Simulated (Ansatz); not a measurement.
Consider the formal hydrolysis of the Al–O bond: `[CH3][Al]([OH])[O][SiH3]` + H₂O → `[CH3][Al]([OH])[OH]` + `O[SiH3]`.

Computed with Ansatz on PBE0-D4/def2-TZVP structures; ΔE is electronic, products minus reactants. CBS: MP2 limit from def2 TZ/QZ plus the TZ coupled-cluster correction, frozen cores. This one scheme is used for every species. Functionals use def2-TZVPP. Each species was taken in one conformer, which may not be the lowest.

`[CH3][Al]([OH])[O][SiH3]`:

```xyz
12

C    -0.639   -0.371    2.144
Al   -0.052   -0.889    0.377
O     0.174   -2.529    0.021
O     0.246    0.257   -0.824
Si    0.464    1.489   -1.852
H    -0.881   -1.240    2.759
H     0.137    0.203    2.660
H    -1.523    0.271    2.094
H     0.466   -2.844   -0.832
H     1.870    1.974   -1.784
H     0.180    1.056   -3.247
H    -0.442    2.622   -1.517
```

H₂O:

```xyz
3

O     0.137    0.224    0.287
H    -0.074    0.490   -0.610
H    -0.063   -0.714    0.323
```

`[CH3][Al]([OH])[OH]`:

```xyz
9

C    -1.374    0.598    0.237
Al    0.375   -0.167   -0.072
O     1.441   -0.315    1.240
O     0.791   -0.665   -1.641
H    -1.292    1.636    0.571
H    -1.987    0.580   -0.666
H    -1.906    0.056    1.024
H     2.325   -0.673    1.201
H     1.627   -1.049   -1.895
```

`O[SiH3]`:

```xyz
6

O     0.189    0.160   -1.257
Si   -0.035   -0.212    0.332
H     0.149    1.083   -1.511
H     0.993    0.430    1.197
H     0.079   -1.685    0.425
H    -1.375    0.224    0.815
```

```csv
level,ΔE (kcal/mol)
revPBE-D4,5.6
B97M-V,6.6
ωB97M-V,6.1
PBE0,5.7
r2SCANh,6.0
SCS-MP2/def2-TZVPP,6.7
HF/def2-QZVPP,7.9
SCS-MP2/def2-QZVPP,6.9
```

Q: What does CCSD(T)/CBS give? (Estimate.)

A: Computed: +7.0 kcal/mol. The listed levels differ from it by -1.4, -0.4, -0.9, -1.3, -1.0, -0.3, 0.9, -0.1 kcal/mol.

Largest T1 diagnostic among the species: 0.012.

In def2-TZVPP, CCSD(T) changes the Hartree–Fock value by −0.8 kcal/mol (the triples alone add −0.2 kcal/mol) and MP2 by −1.0 kcal/mol. At CCSD(T), def2-SVP lies +0.8 kcal/mol from the extrapolated value and def2-TZVPP −0.2 kcal/mol. From PBE to PBE0 (25 % exact exchange), in def2-TZVPP and without D4, ΔE moves by +1.0 kcal/mol.
